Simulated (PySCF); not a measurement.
BCl, charge +1, doublet, geometry from GFN2-xTB (the spin is typed, not shown lowest); REVPBE/def2-TZVP (PySCF).

PySCF was given this input:
```python
from pyscf import gto, scf, dft

mol = gto.M(
    atom='''
B    -0.000000   -0.000000   -1.165988
Cl    0.000000    0.000000    0.342938
''',
    basis='def2-tzvp',
    charge=1,
    spin=1,
    verbose=4,
)

mf = dft.UKS(mol)
mf.xc = 'revpbe'
mf.kernel()
mf.analyze()
```

The log (banner, timings and long lists left out):

```
PySCF version 2.14.0

[INPUT] verbose = 4
[INPUT] num. atoms = 2
[INPUT] num. electrons = 21
[INPUT] charge = 1
[INPUT] spin (= nelec alpha-beta = 2S) = 1
[INPUT] symmetry False subgroup None
[INPUT] Mole.unit = angstrom
[INPUT] Symbol           X                Y                Z      unit          X                Y                Z       unit  Magmom
[INPUT]  1 B      0.000000000000   0.000000000000  -1.165988000000 AA    0.000000000000   0.000000000000  -2.203397984529 Bohr   0.0
[INPUT]  2 Cl     0.000000000000   0.000000000000   0.342938000000 AA    0.000000000000   0.000000000000   0.648058897706 Bohr   0.0

nuclear repulsion = 29.8093232724468
number of shells = 24
number of NR pGTOs = 109
number of NR cGTOs = 68
basis = def2-tzvp
ecp = {}

******** <class 'pyscf.dft.uks.UKS'> ********
method = UKS
initial guess = minao
damping factor = 0
level_shift factor = 0
DIIS = <class 'pyscf.scf.diis.CDIIS'>
diis_start_cycle = 1
diis_space = 8
diis_damp = 0
SCF conv_tol = 1e-09
SCF conv_tol_grad = None
SCF max_cycles = 50
direct_scf = True
direct_scf_tol = 1e-13
number electrons alpha = 11  beta = 10
XC library pyscf.dft.libxc version 7.1.2
    S. Lehtola, C. Steigemann, M. J. T. Oliveira, and M. A. L. Marques,  SoftwareX 7, 1–5 (2018)
XC functionals = revpbe
    Y. Zhang and W. Yang,  Phys. Rev. Lett. 80, 890 (1998)
    J. P. Perdew, K. Burke, and M. Ernzerhof,  Phys. Rev. Lett. 77, 3865 (1996)
    J. P. Perdew, K. Burke, and M. Ernzerhof,  Phys. Rev. Lett. 78, 1396 (1997)
radial grids:
    Treutler-Ahlrichs [JCP 102, 346 (1995); DOI:10.1063/1.469408] (M4) radial grids

becke partition: Becke, JCP 88, 2547 (1988); DOI:10.1063/1.454033
pruning grids: <function nwchem_prune>
grids dens level: 3
symmetrized grids: False
atomic radii adjust function: <function treutler_atomic_radii_adjust>
small_rho_cutoff = 0
Set gradient conv threshold to 3.16228e-05
tot grids = 32928
init E= -485.213458693404

cycle= 1 E= -484.52856640025  delta_E= 0.685  |g|= 0.162  |ddm|= 1.08
cycle= 2 E= -484.535881578503  delta_E= -0.00732  |g|= 0.147  |ddm|= 0.396
cycle= 3 E= -484.542054839709  delta_E= -0.00617  |g|= 0.123  |ddm|= 0.196
cycle= 4 E= -484.550240892047  delta_E= -0.00819  |g|= 0.00557  |ddm|= 0.0818
cycle= 5 E= -484.550258918555  delta_E= -1.8e-05  |g|= 0.00374  |ddm|= 0.00996
cycle= 6 E= -484.550265955127  delta_E= -7.04e-06  |g|= 0.000904  |ddm|= 0.00333
cycle= 7 E= -484.550266715986  delta_E= -7.61e-07  |g|= 0.000163  |ddm|= 0.001
cycle= 8 E= -484.550266784861  delta_E= -6.89e-08  |g|= 2.09e-05  |ddm|= 0.000473
cycle= 9 E= -484.550266785744  delta_E= -8.83e-10  |g|= 1.61e-06  |ddm|= 5.77e-05
Extra cycle  E= -484.550266785742  delta_E= 1.82e-12  |g|= 2.58e-06  |ddm|= 3.03e-06
converged SCF energy = -484.550266785742  <S^2> = 0.75748863  2S+1 = 2.0074747
**** SCF Summaries ****
Total Energy =                        -484.550266785742053
Nuclear Repulsion Energy =              29.809323272446765
One-electron Energy =                 -719.695717260040283
Two-electron Energy =                  205.336127201851440
Two-electron Coulomb Energy =          237.265746338981046
DFT Exchange-Correlation Energy =      -31.929619137129599
**** MO energy ****
                             alpha | beta                alpha | beta
MO #1   energy= -101.039197727053  | -101.039111315391  occ= 1 | 1
MO #2   energy= -9.54312291782654  | -9.54301083537197  occ= 1 | 1
MO #3   energy= -7.3564746826869   | -7.35515659544093  occ= 1 | 1
MO #4   energy= -7.3524873705358   | -7.35296201640344  occ= 1 | 1
MO #5   energy= -7.35248737053579  | -7.35296201640342  occ= 1 | 1
MO #6   energy= -6.96651801199554  | -6.95085654556194  occ= 1 | 1
MO #7   energy= -1.14626528893335  | -1.14355772844182  occ= 1 | 1
MO #8   energy= -0.775288963882122 | -0.767234986342601 occ= 1 | 1
MO #9   energy= -0.662299168352913 | -0.659335654686558 occ= 1 | 1
MO #10  energy= -0.662299168352856 | -0.659335654686507 occ= 1 | 1
MO #11  energy= -0.578164882580218 | -0.453285797952713 occ= 1 | 0
MO #12  energy= -0.400343145963542 | -0.355991950607168 occ= 0 | 0
MO #13  energy= -0.400343145963529 | -0.355991950607143 occ= 0 | 0
MO #14  energy= -0.176999751572369 | -0.172579604334864 occ= 0 | 0
MO #15  energy= -0.159730748587014 | -0.139329746596729 occ= 0 | 0
MO #16  energy= -0.102642257261468 | -0.086924469671115 occ= 0 | 0
MO #17  energy= -0.102642257261442 | -0.0869244696711044 occ= 0 | 0
MO #18  energy= -0.0975613005120166 | -0.0450860005537308 occ= 0 | 0
MO #19  energy= -0.0167119031799335 | -0.0112646550037276 occ= 0 | 0

To work with the spin densities directly, `use mulliken_meta_spin()` only printing them here.

 ** Mulliken spin pop alpha/beta on meta-lowdin orthogonal AOs **
 ** Mulliken Spin Density (per AO)  **
spin_pop of  0 B 1s        0.00019
spin_pop of  0 B 2s        0.56556
spin_pop of  0 B 3s        0.00097
spin_pop of  0 B 4s       -0.00000
spin_pop of  0 B 5s        0.00009
spin_pop of  0 B 2px       0.04457
spin_pop of  0 B 2py       0.04457
spin_pop of  0 B 2pz       0.39230
spin_pop of  0 B 3px       0.00120
spin_pop of  0 B 3py       0.00120
spin_pop of  0 B 3pz       0.00875
spin_pop of  0 B 4px       0.00006
spin_pop of  0 B 4py       0.00006
spin_pop of  0 B 4pz       0.00014
spin_pop of  0 B 3dxy      0.00000
spin_pop of  0 B 3dyz     -0.00086
spin_pop of  0 B 3dz^2     0.00049
spin_pop of  0 B 3dxz     -0.00086
spin_pop of  0 B 3dx2-y2    0.00000
spin_pop of  0 B 4dxy     -0.00000
spin_pop of  0 B 4dyz     -0.00010
spin_pop of  0 B 4dz^2     0.00007
spin_pop of  0 B 4dxz     -0.00010
spin_pop of  0 B 4dx2-y2   -0.00000
spin_pop of  0 B 4f-3      0.00000
spin_pop of  0 B 4f-2     -0.00000
spin_pop of  0 B 4f-1      0.00016
spin_pop of  0 B 4f+0      0.00041
spin_pop of  0 B 4f+1      0.00016
spin_pop of  0 B 4f+2     -0.00000
spin_pop of  0 B 4f+3      0.00000
spin_pop of  1 Cl 1s        0.00000
spin_pop of  1 Cl 2s        0.00000
spin_pop of  1 Cl 3s       -0.00220
spin_pop of  1 Cl 4s        0.00079
spin_pop of  1 Cl 5s       -0.00000
spin_pop of  1 Cl 2px      -0.00000
spin_pop of  1 Cl 2py      -0.00000
spin_pop of  1 Cl 2pz       0.00000
spin_pop of  1 Cl 3px      -0.04584
spin_pop of  1 Cl 3py      -0.04584
spin_pop of  1 Cl 3pz       0.03065
spin_pop of  1 Cl 4px       0.00058
spin_pop of  1 Cl 4py       0.00058
spin_pop of  1 Cl 4pz       0.00046
spin_pop of  1 Cl 5px      -0.00000
spin_pop of  1 Cl 5py      -0.00000
spin_pop of  1 Cl 5pz       0.00000
spin_pop of  1 Cl 6px       0.00002
spin_pop of  1 Cl 6py       0.00002
spin_pop of  1 Cl 6pz       0.00001
spin_pop of  1 Cl 3dxy     -0.00000
spin_pop of  1 Cl 3dyz      0.00020
spin_pop of  1 Cl 3dz^2     0.00085
spin_pop of  1 Cl 3dxz      0.00020
spin_pop of  1 Cl 3dx2-y2   -0.00000
spin_pop of  1 Cl 4dxy      0.00000
spin_pop of  1 Cl 4dyz     -0.00002
spin_pop of  1 Cl 4dz^2     0.00004
spin_pop of  1 Cl 4dxz     -0.00002
spin_pop of  1 Cl 4dx2-y2   -0.00000
spin_pop of  1 Cl 4f-3     -0.00000
spin_pop of  1 Cl 4f-2     -0.00000
spin_pop of  1 Cl 4f-1      0.00003
spin_pop of  1 Cl 4f+0      0.00042
spin_pop of  1 Cl 4f+1      0.00003
spin_pop of  1 Cl 4f+2      0.00000
spin_pop of  1 Cl 4f+3     -0.00000
 ** Mulliken Spin Density (per atom)  **
spin density of  0 B =      1.05905
spin density of  1 Cl =     -0.05905
 ** Mulliken pop alpha/beta on meta-lowdin orthogonal AOs **
 ** Mulliken pop       alpha | beta **
In total            11.00000 | 10.00000
 ** Mulliken atomic charges   ( Nelec_alpha | Nelec_beta ) **
charge of  0B =      0.45798  (     2.80053      1.74148 )
charge of  1Cl =      0.54202  (     8.19947      8.25852 )

WARN: System has nonzero charge 1; the dipole moment is origin-dependent.
Location of origin: [0. 0. 0.]

Dipole moment(X, Y, Z, Debye): -0.00000, -0.00000, -2.14719
```
